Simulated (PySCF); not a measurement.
## Electron correlation in Mn (manganese, neutral)

[Ar] 3d4 4s2 5s1, 5s spin antiparallel (an excited configuration). Calculation: PySCF 2.14, in aug-cc-pwCVTZ-DK with one added diffuse shell each of s, p, d, f, g type (11s10p8d5f4g, 152 functions); scalar relativity by spin-free X2C-1e. Frozen: [Ne]; 15 electrons correlated.

MP2 pair energies summed by pair of shells (mhartree):

```json
{"pair": "3p-3d", "energy": "-174.09", "share (%)": "34.3"}
{"pair": "3p-3p", "energy": "-116.00", "share (%)": "22.8"}
{"pair": "3s-3p", "energy": "-45.27", "share (%)": "8.9"}
{"pair": "3d-3d", "energy": "-44.31", "share (%)": "8.7"}
{"pair": "3s-3d", "energy": "-30.49", "share (%)": "6.0"}
{"pair": "3d-4s", "energy": "-28.56", "share (%)": "5.6"}
{"pair": "3p-4s", "energy": "-26.78", "share (%)": "5.3"}
{"pair": "4s-4s", "energy": "-25.94", "share (%)": "5.1"}
{"pair": "3s-3s", "energy": "-6.65", "share (%)": "1.3"}
{"pair": "4s-5s", "energy": "-4.99", "share (%)": "1.0"}
{"pair": "3s-4s", "energy": "-2.23", "share (%)": "0.4"}
{"pair": "3d-5s", "energy": "-1.36", "share (%)": "0.3"}
{"pair": "3p-5s", "energy": "-0.96", "share (%)": "0.2"}
{"pair": "3s-5s", "energy": "-0.08", "share (%)": "0.0"}
```

Total MP2 correlation energy: -507.71 mhartree.

Same-spin part -160.98 and opposite-spin part -346.73 mhartree; SCS-MP2 scales them by 1/3 and 6/5 to -469.73 mhartree.
